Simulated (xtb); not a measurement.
A run for xtb: GFN2-xTB on C8H8 (SMILES C=Cc1ccccc1), a point of a torsion scan.

```
$ xtb mol.xyz --gfn 2 --opt vtight --chrg 0 --uhf 0 --input xcontrol
16

C     -2.65962635    -0.76353516    -0.43333688
C     -1.88489818     0.29091009    -0.24280514
C     -0.44334073     0.20870940    -0.04626296
C      0.45419476     0.25524119    -1.09125090
C      1.82176497     0.17717094    -0.90362109
C      2.30158584     0.04677426     0.39290007
C      1.42849303    -0.00322056     1.46591366
C      0.07340850     0.07919469     1.21958492
H     -3.73505976    -0.67831188    -0.57811720
H     -2.28157272    -1.78673606    -0.45919891
H     -2.36705986     1.25900247    -0.23584291
H      0.11731028     0.35591685    -2.11061260
H      2.49798312     0.21788303    -1.75850499
H      3.36353907    -0.01748218     0.58210512
H      1.82553503    -0.10557538     2.47242783
H     -0.58581274     0.03662420     2.08735587
$constrain
  force constant=1.0
  dihedral: 1,2,3,4,90.0
$end
```

Program output:

```
[...]
           -------------------------------------------------
          |                Calculation Setup                |
           -------------------------------------------------



           -------------------------------------------------
          |                 G F N 2 - x T B                 |
           -------------------------------------------------

        Reference                      10.1021/acs.jctc.8b01176
      * Hamiltonian:
        H0-scaling (s, p, d)           1.850000    2.230000    2.230000
        zeta-weighting                 0.500000
      * Dispersion:
        s8                             2.700000
        a1                             0.520000
        a2                             5.000000
        s9                             5.000000
      * Repulsion:
        kExp                           1.500000    1.000000
        rExp                           1.000000
      * Coulomb:
        alpha                          2.000000
        third order                    shell-resolved
        anisotropic                    true
        a3                             3.000000
        a5                             4.000000
        cn-shift                       1.200000
        cn-exp                         4.000000
        max-rad                        5.000000


          ...................................................
          :                      SETUP                      :
          :.................................................:
          :  # basis functions                  40          :
          :  # atomic orbitals                  40          :
          :  # shells                           24          :
          :  # electrons                        40          :
          :  max. iterations                   250          :
          :  Hamiltonian                  GFN2-xTB          :
          :  restarted?                      false          :
          :  GBSA solvation                  false          :
          :  PC potential                    false          :
          :  electronic temp.          300.0000000     K    :
          :  accuracy                    1.0000000          :
          :  -> integral cutoff          0.2500000E+02      :
          :  -> integral neglect         0.1000000E-07      :
          :  -> SCF convergence          0.1000000E-05 Eh   :
          :  -> wf. convergence          0.1000000E-03 e    :
          :  Broyden damping             0.4000000          :
          :  net charge                          0          :
          :  unpaired electrons                  0          :
          ...................................................

 iter      E             dE          RMSdq      gap      omega  full diag
   1    -21.5558282 -0.215558E+02  0.495E+00    4.82       0.0  T
   2    -21.5748614 -0.190333E-01  0.297E+00    4.83       1.0  T
   3    -21.5736472  0.121419E-02  0.650E-01    4.79       1.0  T
   4    -21.5744273 -0.780064E-03  0.405E-01    4.82       1.0  T
   5    -21.5762149 -0.178755E-02  0.617E-02    4.81       1.0  T
   6    -21.5762467 -0.318625E-04  0.358E-02    4.81       1.0  T
   7    -21.5762500 -0.332950E-05  0.457E-03    4.81       5.5  T
   8    -21.5762502 -0.197336E-06  0.143E-03    4.81      17.5  T
   9    -21.5762503 -0.161954E-07  0.512E-04    4.81      48.8  T
  10    -21.5762503 -0.222027E-09  0.184E-04    4.81     135.6  T

   *** convergence criteria satisfied after 10 iterations ***

         #    Occupation            Energy/Eh            Energy/eV
      -------------------------------------------------------------
         1        2.0000           -0.6457758             -17.5725
       ...           ...                  ...                  ...
        14        2.0000           -0.4662759             -12.6880
        15        2.0000           -0.4451439             -12.1130
        16        2.0000           -0.4263554             -11.6017
        17        2.0000           -0.4167453             -11.3402
        18        2.0000           -0.4045076             -11.0072
        19        2.0000           -0.4027936             -10.9606
        20        2.0000           -0.3969872             -10.8026 (HOMO)
        21                         -0.2202690              -5.9938 (LUMO)
        22                         -0.2188499              -5.9552
        23                         -0.2073833              -5.6432
        24                         -0.0886462              -2.4122
        25                          0.0979517               2.6654
       ...                                ...                  ...
        40                          0.6855659              18.6552
      -------------------------------------------------------------
                  HL-Gap            0.1767182 Eh            4.8087 eV
             Fermi-level           -0.3086281 Eh           -8.3982 eV

 SCC (total)                   0 d,  0 h,  0 min,  0.010 sec
 SCC setup         
[...]
     2.0000           -0.6434160             -17.5082
       ...           ...                  ...                  ...
         8        2.0000           -0.5262104             -14.3189
         9        2.0000           -0.5061907             -13.7741
        10        2.0000           -0.4940389             -13.4435
        11        2.0000           -0.4902042             -13.3391
        12        2.0000           -0.4788656             -13.0306
        13        2.0000           -0.4757835             -12.9467
        14        2.0000           -0.4658370             -12.6761
        15        2.0000           -0.4466259             -12.1533
        16        2.0000           -0.4267422             -11.6122
        17        2.0000           -0.4160365             -11.3209
        18        2.0000           -0.4045425             -11.0082
        19        2.0000           -0.4021780             -10.9438
        20        2.0000           -0.3954102             -10.7597 (HOMO)
        21                         -0.2205876              -6.0025 (LUMO)
        22                         -0.2197023              -5.9784
        23                         -0.2063679              -5.6156
        24                         -0.0906978              -2.4680
        25                          0.1004497               2.7334
        26                          0.1285431               3.4978
        27                          0.1497959               4.0762
        28                          0.1575912               4.2883
        29                          0.1732283               4.7138
        30                          0.1959304               5.3315
        31                          0.2020285               5.4975
       ...                                ...                  ...
        40                          0.6724791              18.2991
      -------------------------------------------------------------
                  HL-Gap            0.1748227 Eh            4.7572 eV
             Fermi-level           -0.3079989 Eh           -8.3811 eV

     #   Z          covCN         q      C6AA      α(0)
     1   6 C        2.839    -0.087    30.170     9.001
     2   6 C        2.893    -0.029    28.715     8.786
     3   6 C        2.975     0.017    27.624     8.621
     4   6 C        2.925    -0.034    28.844     8.807
     5   6 C        2.919    -0.029    28.736     8.791
     6   6 C        2.920    -0.032    28.806     8.801
     7   6 C        2.919    -0.029    28.736     8.791
     8   6 C        2.925    -0.034    28.844     8.807
     9   1 H        0.926     0.037     2.496     2.470
    10   1 H        0.926     0.038     2.474     2.460
    11   1 H        0.925     0.039     2.467     2.456
    12   1 H        0.926     0.028     2.609     2.526
    13   1 H        0.926     0.029     2.594     2.519
    14   1 H        0.926     0.029     2.605     2.524
    15   1 H        0.926     0.029     2.594     2.519
    16   1 H        0.926     0.028     2.609     2.526

 Mol. C6AA /au·bohr⁶  :       3103.950209
 Mol. C8AA /au·bohr⁸  :      75804.916019
 Mol. α(0) /au        :         90.405858


Wiberg/Mayer (AO) data.
largest (>0.10) Wiberg bond orders for each atom

 ---------------------------------------------------------------------------
     #   Z sym  total        # sym  WBO       # sym  WBO       # sym  WBO
 ---------------------------------------------------------------------------
     1   6 C    3.990 --     2 C    1.981    10 H    0.977     9 H    0.976
     2   6 C    3.992 --     1 C    1.981     3 C    1.020    11 H    0.953
     3   6 C    3.990 --     4 C    1.403     8 C    1.403     2 C    1.020
                             6 C    0.111
     4   6 C    3.992 --     5 C    1.445     3 C    1.403    12 H    0.971
                             7 C    0.112
     5   6 C    3.992 --     4 C    1.445     6 C    1.439    13 H    0.971
                             8 C    0.112
     6   6 C    3.993 --     5 C    1.439     7 C    1.439    14 H    0.972
                             3 C    0.111
     7   6 C    3.992 --     8 C    1.445     6 C    1.439    15 H    0.971
                             4 C    0.112
     8   6 C    3.992 --     7 C    1.445     3 C    1.403    16 H    0.971
                             5 C    0.112
     9   1 H    0.998 --     1 C    0.976
    10   1 H    0.999 --     1 C    0.977
Note: The following floating-point exceptions are signalling: IEEE_UNDERFLOW_FLAG IEEE_DENORMAL
normal termination of xtb
    11   1 H    0.999 --     2 C    0.953
    12   1 H    0.999 --     4 C    0.971
    13   1 H    0.998 --     5 C    0.971
    14   1 H    0.999 --     6 C    0.972
    15   1 H    0.998 --     7 C    0.971
    16   1 H    0.999 --     8 C    0.971
 ---------------------------------------------------------------------------

Topologies differ in total number of bonds
Writing topology from bond orders to xtbtopo.mol

molecular dipole:
                 x           y           z       tot (Debye)
 q only:       -0.025       0.030      -0.002
   full:       -0.036       0.035      -0.003       0.129
molecular quadrupole (traceless):
                xx          xy          yy          xz          yz          zz
 q only:        0.801      -0.225      -0.930       0.087      -0.109       0.129
  q+dip:        2.957      -0.522      -3.705       0.305      -0.399       0.748
   full:        1.430      -0.460      -1.758       0.135      -0.219       0.329

           -------------------------------------------------
          |                Geometry Summary                 |
           -------------------------------------------------

      molecular mass/u    :      104.1494132
   center of mass at/Å    :        0.1143188       0.0231899       0.0449147
  moments of inertia/u·Å² :        0.9964892E+02   0.3269822E+03   0.4019267E+03
rotational constants/cm⁻¹ :        0.1691703E+00   0.5155520E-01   0.4194205E-01

 * 15 selected distances

     #   Z          #   Z                                           value/Å
     1   6 C        2   6 C                                       1.3200694
     3   6 C        4   6 C                                       1.3900255
     4   6 C        5   6 C                                       1.3835050
     5   6 C        6   6 C                                       1.3844860
     6   6 C        7   6 C                                       1.3845013
     3   6 C        8   6 C                                       1.3900363 (max)
     7   6 C        8   6 C                                       1.3834986
     1   6 C        9   1 H                                       1.0771069 (min)
     1   6 C       10   1 H                                       1.0779006
     2   6 C       11   1 H                                       1.0840492
     4   6 C       12   1 H                                       1.0807955
     5   6 C       13   1 H                                       1.0804257
     6   6 C       14   1 H                                       1.0801619
     7   6 C       15   1 H                                       1.0804310
     8   6 C       16   1 H                                       1.0807642

 * 2 distinct bonds (by element types)

   Z      Z             #   av. dist./Å        max./Å        min./Å
   1 H    6 C           8     1.0802044     1.0840492     1.0771069
   6 C    6 C           7     1.3765889     1.3900363     1.3200694


optimized geometry written to: xtbopt.xyz


           -------------------------------------------------
          | TOTAL ENERGY              -21.153521706301 Eh   |
          | GRADIENT NORM               0.000074495407 Eh/α |
          | HOMO-LUMO GAP               4.757166449689 eV   |
           -------------------------------------------------

------------------------------------------------------------------------
------------------------------------------------------------------------
 total:
 SCF:
 ANC optimizer:
```

The run finished.

Warnings raised: the energy holds the restraint's term.

Cost: around 0.11 core-seconds (rough).
